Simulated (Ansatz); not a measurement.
`[CH3][GeH]([F])[F]` + `O=CC(O)F` → `[CH3][GeH]([F])[CH]=O` + `OC(F)F`  (formal exchange of groups at a Ge–F bond)

Program: Ansatz. Geometries: PBE0-D4/def2-TZVP. ΔE: electronic, gas phase. CCSD(T)/CBS adds triple-zeta CCSD(T) − MP2 to the extrapolated MP2 energy (def2 sets, frozen cores). DFT in def2-TZVPP. B3LYP here is the variant with VWN-RPA as its local correlation; programs differ in this. For Ge outer-core shells are correlated without core-valence functions, which leaves a few kJ/mol of doubt a bond. Scalar relativity is left out up to krypton. One conformer a species, not always the lowest.

Question: Is it downhill or uphill in electronic energy at CCSD(T)/CBS, and by how much? (An estimate is asked.)

Answer: The calculation gave: Uphill: ΔE = +27.3 kcal/mol.

Question: What do these levels give: r2SCAN-D4, PBE0-D4, B3LYP-D4, ωB97X-V, ωB97M-V, PBE, HF/def2-TZVPP, SCS-MP2/def2-TZVPP, CCSD/def2-TZVPP, CCSD(T)/def2-TZVPP, MP2/def2-QZVPP, MP2/CBS(def2)? (An estimate is asked.)

Answer: Computed: r2SCAN-D4 26.0, PBE0-D4 25.0, B3LYP-D4 25.6, ωB97X-V 26.4, ωB97M-V 26.2, PBE 24.5, HF/def2-TZVPP 26.7, SCS-MP2/def2-TZVPP 27.6, CCSD/def2-TZVPP 26.4, CCSD(T)/def2-TZVPP 26.4, MP2/def2-QZVPP 28.6, MP2/CBS(def2) 28.8 kcal/mol.

Largest T1 diagnostic among the species: 0.014.
